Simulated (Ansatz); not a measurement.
Species: sum formula TiOF2, net charge 0, singlet state. 
Geometry from a B3LYP-D3(BJ)/def2-TZVP (Ansatz, a first-principles code) optimisation:
SMILES: [O]=[Ti]([F])[F]
```xyz
4

Ti     0.0115    -0.0412    -0.0197
O      1.4904    -0.5662    -0.3560
F     -0.5834    -0.3731     1.6455
F     -0.7694     0.9771    -1.2808
```

Property: atomisation energy (electronic, to ground-state atoms), in eV. Correlated levels leave the core frozen unless marked. Open shells are spin-unrestricted. Spin-orbit coupling is left out. The frozen core is the preceding noble-gas configuration, with the filled d and f shells of earlier blocks. No relativistic terms. The coupled-cluster limit lacks core correlation, which all-electron functionals hold. CBS(X,Y): correlation extrapolated as X^-3; Hartree-Fock from the larger set. The bracket is a focal-point correction in the basis named.

```json
[
 {"level": "B3LYP-D3(BJ)/def2-TZVPD", "program": "Ansatz + dftd3", "atomisation energy (eV)": "19.07", "minus last row": "0.09"},
 {"level": "r2SCANh-D4/def2-TZVPD", "program": "Ansatz + dftd4", "atomisation energy (eV)": "19.29", "minus last row": "0.31"},
 {"level": "CAM-B3LYP/def2-TZVPD", "program": "Ansatz", "atomisation energy (eV)": "18.99", "minus last row": "0.01"},
 {"level": "RPA@PBE/def2-QZVPP", "program": "Ansatz", "atomisation energy (eV)": "17.70", "minus last row": "-1.28"},
 {"level": "MP2/def2-TZVPPD", "program": "Ansatz", "atomisation energy (eV)": "20.19", "minus last row": "1.21"},
 {"level": "SCS-MP2/def2-TZVPP", "program": "Ansatz", "atomisation energy (eV)": "19.27", "minus last row": "0.29"},
 {"level": "RI-MP2/CBS(def2-TZVPPD,def2-QZVPPD)+[CCSD(T)-MP2]/def2-TZVPPD", "program": "Ansatz", "atomisation energy (eV)": "18.98", "minus last row": "0.00"}
]
```

The T1 diagnostic of CCSD in the largest basis is 0.029, which is high, so the coupled-cluster rows are less sure than usual.
